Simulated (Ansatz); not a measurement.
Geometry optimisation, Ansatz 0.2.0, RKS PBE/6-31G*.

Input:

```yaml
crystal:
  periodic: [false, false, false]
  atoms:
    - { symbol: C, position_ang: [-0.1733, -2.1155, -0.0487] }
    - { symbol: C, position_ang: [0.3882, -0.9214, -0.3675] }
    - { symbol: C, position_ang: [-0.066, 0.4138, 0.0159] }
    - { symbol: O, position_ang: [-1.3092, 0.5756, 0.3339] }
    - { symbol: C, position_ang: [0.7436, 1.5046, 0.0506] }
    - { symbol: O, position_ang: [0.1888, 2.7413, 0.4382] }
    - { symbol: Cl, position_ang: [2.4536, 1.5095, -0.3084] }
    - { symbol: H, position_ang: [0.2367, -2.9977, -0.4045] }
    - { symbol: H, position_ang: [-1.1082, -2.1109, 0.598] }
    - { symbol: H, position_ang: [1.3168, -0.9802, -0.9196] }
    - { symbol: H, position_ang: [-1.8683, -0.2001, -0.0101] }
    - { symbol: H, position_ang: [0.92175, 3.36185, 0.34728] }
basis:
  gaussian: { orbitals: "6-31G*" }
hamiltonian:
  xc: pbe
relax:
  f_tol: 0.015
  max_steps: 40
```

Command:

```bash
$ ansatz run input.yaml --threads 2 --pin off --max-ram 3072MiB --backend cpu --events-out ev --progress --plain --runs-dir out
```

Where does it end, and by what steps?

The forces met the threshold. After 13 steps the energy has fallen by 0.443 eV; H12 moved furthest, 0.33 Å.

```tsv
step	energy less start (eV)	largest force component (eV/Å)	accepted
0	0.0000	4.737	yes
1	-0.3358	1.659	yes
2	-0.4121	0.453	yes
3	-0.4050	0.336	no
4	-0.4326	0.110	yes
5	-0.4376	0.118	yes
6	-0.4402	0.214	yes
7	-0.4403	0.214	yes
8	-0.4136	0.979	no
9	-0.4265	0.291	no
10	-0.4425	0.024	yes
11	-0.4426	0.022	yes
12	-0.4426	0.024	yes
13	-0.4427	0.007	yes
```

```xyz
12
Properties=species:S:1:pos:R:3
C -0.233 -2.078 -0.119
C 0.474 -0.937 -0.297
C -0.005 0.378 0.089
O -1.312 0.519 0.513
C 0.749 1.518 0.081
O 0.260 2.701 0.526
Cl 2.472 1.506 -0.304
H 0.146 -3.039 -0.473
H -1.187 -2.098 0.420
H 1.452 -0.977 -0.787
H -1.834 -0.137 0.003
H 0.742 3.425 0.072
```

Time of the run: 29 s on 2 threads of Intel(R) Xeon(R) Platinum 8488C (Sapphire Rapids), with other jobs on the host, peak memory 0.18 GiB.
